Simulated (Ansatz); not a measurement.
`[CH3][Sn]([OH])([F])[Cl]` → `[F][Sn][Cl]` + CH₃OH at 298.15 K and 1 bar (stannylene formation by 1,1-elimination).

Computed with Ansatz on PBE0-D4/def2-TZVP structures; ΔE is electronic, products minus reactants. CCSD(T)/CBS adds triple-zeta CCSD(T) − MP2 to the extrapolated MP2 energy (def2 sets, frozen cores). This one scheme is used for every species. def2 core potentials past Kr. For Sn outer-core shells are correlated without core-valence functions, which leaves a few kJ/mol of doubt a bond. Each species was taken in one conformer, which may not be the lowest.

```json
{"species": "`[CH3][Sn]([OH])([F])[Cl]`", "CCSD(T)/CBS energy (Eh)": "-889.34819", "H − E (kJ/mol)": "163.1", "S (J/(mol·K))": "397.8"}
{"species": "`[F][Sn][Cl]`", "CCSD(T)/CBS energy (Eh)": "-773.69640", "H − E (kJ/mol)": "19.5", "S (J/(mol·K))": "299.8"}
{"species": "CH₃OH", "CCSD(T)/CBS energy (Eh)": "-115.61712", "H − E (kJ/mol)": "146.3", "S (J/(mol·K))": "238.2"}
```

H − E and S are ideal-gas, rigid-rotor, harmonic terms from PBE0-D4/def2-TZVP, for one conformer and one mirror image of each species. 1 Eh = 2625.50 kJ/mol, R = 8.31446 J/(mol·K).

Question: By hand: ΔE, ΔH, ΔS and ΔG.

Answer: ΔE = (-773.69640) + (-115.61712) − (-889.34819) = 0.03467 Eh = 91.0 kJ/mol. Δ(H − E) = 19.5 + 146.3 − 163.1 = 2.7, so ΔH = 93.7 kJ/mol. ΔS = 299.8 + 238.2 − 397.8 = 140.2 J/(mol·K). ΔG = 93.7 − 298.15 × (140.2)/1000 = 51.9 kJ/mol.

Question: By hand: the equilibrium constant, and the temperature at which ΔG would vanish if ΔH and ΔS stayed fixed.

Answer: log₁₀ K = −ΔG/(RT ln 10) = -9.1. ΔG = 0 at ΔH/ΔS = 668 K.

The number of gas molecules changes by +1, which sets the sign of ΔS. A doubt of 5 kJ/mol in ΔE shifts log₁₀ K by 0.9 here. Other conformers and mirror images would add mixing entropy, several J/(mol·K) or more a flexible species. Modes under 60 cm⁻¹, often nearly free rotors, make the harmonic entropy too high. These are equilibria of isolated gas molecules and say nothing of rates. Largest T1 diagnostic: 0.016 (customary marks: 0.02 for closed shells, 0.045 for open ones).
